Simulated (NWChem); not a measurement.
Species: AlBr2F; SMILES [Br][Al]([Br])[F]

```xyz
4

Al     0.0000     0.0000     0.6503
F      0.0000     0.0000     2.3037
Br    -1.9481     0.0000    -0.4225
Br     1.9481     0.0000    -0.4225
```
Atoms are numbered in this order, from 1.

Computed with NWChem. Pople sets run with spherical d functions. The geometry was optimised at PBE0/def2-SVP. Vzz is the largest principal value of the second derivative of the potential at the nucleus (NWChem prints the opposite sign); η is the asymmetry. Non-relativistic.

```tsv
level	Vzz Al1 (a.u.)	η Al1	Vzz Br4 (a.u.)	η Br4
PBE/cc-pVTZ	___	0.23	3.076	0.31
PBE/6-31G*	0.599	0.40	3.244	0.28
B3LYP/cc-pVTZ	0.927	0.22	3.076	0.32
B3LYP/6-31G*	0.640	0.36	3.173	0.29
```

Problem. Some entries are withheld; supply them.

Solution. 
- PBE/cc-pVTZ, Vzz Al1 (a.u.): 0.888
